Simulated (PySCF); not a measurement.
**Peak assignment**

Bonds (- single, = double, # triple, : aromatic): C1-B2, B2-C3, B2-B4, B4-C5, C5=C6, C6-B7, B7-C8, C8=C9, C9-B4. C1 carries H10, H11, H12; C3 carries H13, H14, H15; C5 carries H16; C6 carries H17; B7 carries H18; C8 carries H19; C9 carries H20.

PySCF 2.14 calculation with PBE0-D3(BJ)/def2-SVP geometry and NMR shieldings at PBE0/pcSseg-1/GIAO; one conformer, no solvent model, rapidly exchanging positions averaged, non-relativistic.

δ = σ(ref) − σ, references computed at the same level: TMS for ¹³C, ¹H.

Question: Assign these signals to the numbered atoms. ¹³C{¹H} NMR (computed): δ 177.9, 151.8, 17.2.

Answer: 
177.9 → C5/C9, alkene CH
151.8 → C6/C8, alkene CH: an sp2 carbon of a C=C bond
17.2 → C1/C3, methyl carbon bonded to B

Question: Assign these signals to the numbered atoms. ¹H NMR (600 MHz, computed): δ 7.97 (d, 2H), 7.02 (m, 2H), 6.00 (br, 1H), 1.14 (s, 6H).

Answer: 
7.97 → H16/H20, hydrogen on an alkene CH: olefinic region
7.02 → H17/H19, hydrogen on an alkene CH
6.00 → H18, hydrogen on a boron bonded to 2 C, in a 6-membered ring
1.14 → H10/H11/H12/H13/H14/H15, hydrogen on a methyl carbon bonded to B

Hydrogens on boron are broadened and split by ¹¹B (spin 3/2, 80 %) and 10B (spin 3). A carbon bonded to boron is broadened by the quadrupolar boron nucleus and is often missing from a measured spectrum. Shifts are as computed. Against solution values, carbons near 30 ppm lie about +2 ppm off and those near 130 ppm about +5 ppm. Of 1309 compounds with measured shifts, 239 miss one by over three times the rms of a fit or turn the order of signals round; such compounds aren't used in these exercises. Multiplicities follow the n + 1 count of equivalent neighbours, as no J values were calculated; m marks all less simple cases, F and P coupling included.
